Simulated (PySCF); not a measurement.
Ge(H)2(Cl)(OMe) (CH₅ClGeO), SMILES C[O][GeH2][Cl]. Atoms are numbered in the order given.

```xyz
9

Ge     0.4277    -0.2324    -0.5093
Cl     0.8460     1.2224     1.0670
O     -1.0447    -1.1454    -0.0700
C     -2.2676    -0.4465     0.1023
H      1.5524    -1.2845    -0.5493
H      0.1939     0.5832    -1.8086
H     -2.2137     0.2931     0.9333
H     -2.5857     0.0943    -0.8208
H     -3.0531    -1.1895     0.3501
```

Geometry: PBE-D3(BJ)/def2-SVP. This is a generated structure with no PubChem entry under its InChIKey; it may be hypothetical. Other conformers were not sampled.

The numbers are results of PBE/pcSseg-1 (PySCF), not measurements.

GIAO shieldings, no solvent; atoms listed in one row are averaged. δ = σ(ref) − σ: ⁷³Ge against GeH4 (σ = 1614.4 ppm); ³⁵Cl against HCl (σ = 936.5 ppm); ¹⁷O against H2O (σ = 334.3 ppm); ¹³C against TMS (σ = 182.0 ppm); ¹H against TMS (σ = 31.49 ppm), references at their B3LYP-D3(BJ)/def2-TZVP geometries, non-relativistic (without spin–orbit terms, shifts of atoms bonded to Cl or Br come out too high).

```json
[
 {"nucleus": "⁷³Ge", "atoms": "Ge1", "count": "1", "δ (ppm)": "389.6"},
 {"nucleus": "³⁵Cl", "atoms": "Cl2", "count": "1", "δ (ppm)": "42.6"},
 {"nucleus": "¹⁷O", "atoms": "O3", "count": "1", "δ (ppm)": "78.7"},
 {"nucleus": "¹³C", "atoms": "C4", "count": "1", "δ (ppm)": "61.6"},
 {"nucleus": "¹H", "atoms": "H6", "count": "1", "δ (ppm)": "6.59"},
 {"nucleus": "¹H", "atoms": "H5", "count": "1", "δ (ppm)": "6.33"},
 {"nucleus": "¹H", "atoms": "H7, H8, H9", "count": "3", "δ (ppm)": "4.37"}
]
```
